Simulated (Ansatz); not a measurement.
**Ligand exchange: SiH(OH)2(SiH3) + SiH3Cl → Si3H8O2 + HCl**

Species: SiH(OH)2(SiH3), singlet; SiH3Cl (chlorosilane) `[SiH3]Cl`, singlet; Si3H8O2 `O[SiH]([SiH3])O[SiH3]`, singlet; HCl (hydrogen chloride), singlet. The partners trade H for SiH3: O–H and Cl–SiH3 bonds give way to O–SiH3 and Cl–H.

Shapes, held fixed at every level: PBE0-D4/def2-TZVP. Flexible molecules stand in one conformer, not always the lowest. Programs: Ansatz 0.2.0. The zero-point and thermal change to 298 K, harmonic and unscaled (PBE0-D4/def2-TZVP), is -5.2 kJ/mol.

```csv
level,kind,ΔH(298 K) (kJ/mol),less CCSD(T)/CBS estimate,CPU time (sum over the molecules)
SPW92/def2-TZVPP,LDA,-7.2,+7.1,15 s
B3LYP-D4/def2-TZVPP,global hybrid,-17.1,-2.8,48 s
PBE0-D4/def2-TZVPP,global hybrid,-7.4,+6.9,30 s
MP2/def2-TZVPP,perturbation theory,-13.8,+0.5,–
CCSD(T)/def2-SVP,coupled cluster or CI,-15.8,-1.5,43 s
CCSD(T)/def2-TZVPP,coupled cluster or CI,-16.8,-2.5,28 s
CCSD(T)/CBS estimate,coupled cluster or CI,-14.3,0.0,2.6 min
```

The highest level, CCSD(T)/CBS estimate, gives ΔH(298 K) = -14.3 kJ/mol; the levels span -17.1 to -7.2. The column of differences is taken from that level and isn't an error. No measured value is set beside it here. The CBS estimate extrapolates MP2 from def2-TZVPP and def2-QZVPP and adds CCSD(T) − MP2 in the triple-zeta set, cores frozen. Times are processor times on shared x86 and Arm servers, and rough.
